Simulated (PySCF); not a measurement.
## Correlation energy of Te³⁴⁺ (tellurium, charge +34)

[Ar], closed-shell 1S. All numbers are calculated (PySCF 2.14, the non-relativistic Hamiltonian (point nucleus), in an uncontracted even-tempered set (16 s from 5.6 bohr⁻², ratio 2.5; 10 p from 7.3 bohr⁻², ratio 2.5; 5 d from 33 bohr⁻², ratio 2.7; 4 f from 50 bohr⁻², ratio 2.7)). Frozen: 1s2; 16 electrons correlated; the 17 highest virtual orbitals of each spin left out.

```
  level  correlation energy (mhartree)
   CCSD                        -628.54
    (T)                          -1.40
CCSD(T)                        -629.94
```

Diagnostics: T1 = 0.00038, D1 = 0.0009, largest double amplitude 0.017.

A non-relativistic calculation at this Z misses sizeable relativistic shifts.

Cost of the coupled-cluster step: about 13 core-seconds, for 16 correlated electrons.

Iterations:

```
CC2 = 0
CCSD nocc = 8, nmo = 81
frozen orbitals [0, 82, 83, 84, 85, 86, 87, 88, 89, 90, 91, 92, 93, 94, 95, 96, 97, 98]
max_cycle = 100
direct = 0
conv_tol = 1e-08
conv_tol_normt = 1e-06
diis_space = 8
diis_start_cycle = 0
Init t2, MP2 energy = -5731.42990788809  E_corr(MP2) -0.617949525686943
Init E_corr(CCSD) = -0.61794952568694
cycle = 1  E_corr(CCSD) = -0.626647814850642  dE = -0.00869828916  norm(t1,t2) = 0.00507178
cycle = 2  E_corr(CCSD) = -0.628288729942386  dE = -0.00164091509  norm(t1,t2) = 0.000861533
cycle = 3  E_corr(CCSD) = -0.628545504130904  dE = -0.000256774189  norm(t1,t2) = 0.000151241
cycle = 4  E_corr(CCSD) = -0.62854247087524  dE = 3.03325566e-06  norm(t1,t2) = 4.61685e-06
cycle = 5  E_corr(CCSD) = -0.628542011946934  dE = 4.58928306e-07  norm(t1,t2) = 1.59227e-07
cycle = 6  E_corr(CCSD) = -0.628542013876153  dE = -1.92921867e-09  norm(t1,t2) = 1.55753e-08
CCSD converged
E(CCSD) = -5731.440500376277  E_corr = -0.628542013876153
CCSD(T) correction = -0.00139766536871282
```

At this charge a non-relativistic calculation is a model, useful for the Z dependence of the correlation energy.
